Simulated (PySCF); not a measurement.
How the method changes the constants of ZnGe

State: ³Σ⁻ (triplet), unpaired electrons π ↑↑. Set-up: Zn pcseg-1, Ge pcseg-1; no relativity (PySCF 2.14). De refers to Zn + Ge in their high-spin ground configurations, without counterpoise correction. The functionals are run spin-unrestricted. A positive dipole means Zn(−)Ge(+).

| Level | Re (Å) | ωe (cm⁻¹) | De (eV) | μ (D) | CPU s a point (SCF and correlation, without the integrals) |
| --- | --- | --- | --- | --- | --- |
| ROHF | 2.822 | 82.6 | 0.115 | -2.64 | 0.17 |
| ROHF-MP2 | 2.459 | 191 | 0.74 | n/a | 0.39 |
| ROHF-SCS-MP2 | 2.505 | 172 | 0.58 | n/a | n/a |
| PBE | 2.456 | 193 | 0.90 | -2.65 | 1.1 |
| BLYP | 2.509 | 171 | 0.63 | -2.42 | 0.75 |
| TPSS | 2.440 | 197 | 0.92 | -2.83 | 1.5 |
| r²SCAN | 2.409 | 211 | 1.00 | -2.90 | 1.6 |
| PBE0 | 2.468 | 187 | 0.81 | -2.94 | 1.8 |
| r²SCAN0 | 2.435 | 200 | 0.87 | -3.07 | 2 |
| LC-ωPBE | 2.461 | 182 | 0.64 | -3.15 | 1.9 |

**Question.** What does a quarter of exact exchange do here, going from PBE to PBE0?

**Answer.** PBE0 less PBE: +1.2 pm in Re, -3.1 % in ωe, -0.09 eV in De. Exact exchange removes part of the self-interaction that spreads semilocal densities, and in most molecules shortens and stiffens the bond and lowers De; here Re and ωe go the other way.

**Question.** What does the step from GGA to meta-GGA do here, going from PBE to r²SCAN?

**Answer.** r²SCAN less PBE: -4.7 pm in Re, +9.3 % in ωe, +0.10 eV in De. 

**Question.** What does second-order correlation do here, going from ROHF to ROHF-MP2?

**Answer.** ROHF-MP2 less ROHF: -36.3 pm in Re, +131.2 % in ωe, +0.62 eV in De. Correlation nearly always deepens the well. The bond shortens, as in weak, metallic or heavy-atom bonds, where dispersion and the correlation of outer-core electrons pull the atoms together.

Correlated steps freeze 14 core orbitals. Correlated levels converge slowly with the basis: in double zeta they bind strong bonds too weakly, by up to about 1 eV, and carry superposition errors of some tenths. Spin–orbit coupling is left out. UHF is strongly spin-contaminated for ZnGe, so the ROHF reference used there is far from stable. The state was picked by a PBE0 search and need not be the measured ground state.

The whole job (state search and all levels along the bond) took about 3.7 min on 1 thread of Arm Neoverse V1 (shared host), peak memory 0.83 GiB.
